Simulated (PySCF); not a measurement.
C₃H₆F₂Si, SMILES C1[C@@H]([C@@H]1[SiH2]F)F.

Coordinates come from a PBE0-D3(BJ)/def2-SVP optimisation. The structure was generated by enumeration; whether it is a known compound was not checked. One conformer was computed; it need not be the lowest.

Two levels are set side by side: TDA-PBE/def2-SVPD (PySCF) and TDA-LC-ωPBE/def2-SVPD (PySCF). Vertical, same geometry. The lowest singlet is HOMO→LUMO 98 % with PBE and HOMO→LUMO 50 %, HOMO→LUMO+1 22 % with the other functional; states are paired by order. Differences are taken from unrounded values.

```json
[
 {"quantity": "lowest singlet excitation (eV)", "TDA-LC-ωPBE": "8.34"},
 {"quantity": "lowest triplet excitation (TDA) (eV)", "TDA-LC-ωPBE": "7.75"}
]
```

### Question
What does TDA-PBE give, and how far is it from TDA-LC-ωPBE? (An estimate is asked for; the answer gives what the named calculation found.)

### Answer

```tsv
quantity	TDA-PBE	TDA-PBE minus TDA-LC-ωPBE
lowest singlet excitation (eV)	6.58	-1.76
lowest triplet excitation (TDA) (eV)	6.36	-1.39
```

A lower first singlet is the usual sign of a functional without exact exchange. Differences between two approximate levels are no errors against the true value.

Rough cost on one machine, each run with all the roots and properties that it gave: TDA-LC-ωPBE against TDA-PBE about 3 times.
